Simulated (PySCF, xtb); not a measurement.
CH₄Cl₂Si, SMILES [SiH](C)(Cl)Cl.

Geometry optimised at B3LYP-D3(BJ)/def2-SVP.

Level of theory: C-PCM-B3LYP/def2-SVP (PySCF).

The values are the electrostatic part of the solvation free energy, E(continuum) − E(gas) at the gas-phase geometry, in a cavity of scaled van der Waals radii (PySCF's table); cavitation and dispersion terms are not included. In vacuum the orbital gap is 9.00 eV. The dipole moment in vacuum is 2.03 D.

Task: Estimate the values in water (ε = 78.36), acetonitrile (ε = 35.69), benzene (ε = 2.27). (Estimate from the structure and the level; the computed values follow.)

Result: 
```csv
solvent,ε,ΔG(elec) (kcal/mol),dipole (D),gap (eV)
water,78.36,-2.1,2.59,8.99
acetonitrile,35.69,-2.1,2.58,8.99
benzene,2.27,-1.1,2.32,9.00
```

For comparison, GFN2-xTB/ALPB(water) (xtb, at the GFN2-xTB geometry, all terms of that model) gives -1.5 kcal/mol.
